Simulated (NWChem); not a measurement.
# C2Cl3 cation

```xyz
5

Cl    -0.6216    -2.3308     0.0000
C     -0.2442    -0.8145     0.0000
C      0.0726     0.4587     0.0000
Cl     1.7092     0.8803     0.0000
Cl    -1.1768     1.5970     0.0000
```
Atoms are numbered in this order, from 1.

Program: NWChem. All runs use the structure optimised with PBE0/def2-SVP. Level: M05-2X/def2-SVP with SMD (1 M gas to 1 M solution), gas-phase geometry. Reactions with the solvent are ignored.

| solvent | dielectric constant | solvation free energy (kcal/mol) | cavity-dispersion-structure term (kcal/mol) |
|---|---|---|---|
| water | 78.4 | -50.0 | 2.8 |
| toluene | 2.37 | -33.0 | -2.2 |
| methanol | 32.6 | -53.0 | -1.1 |
| anisole | 4.22 | ? | -1.6 |
| 1,4-dioxane | 2.21 | -30.0 | -0.9 |
| acetone | 20.5 | -52.4 | -1.5 |
| N,N-dimethylformamide | 37.2 | -52.9 | -0.7 |

Problem. Some entries are withheld; supply them.

Solution. 
- anisole, solvation free energy (kcal/mol): -42.3
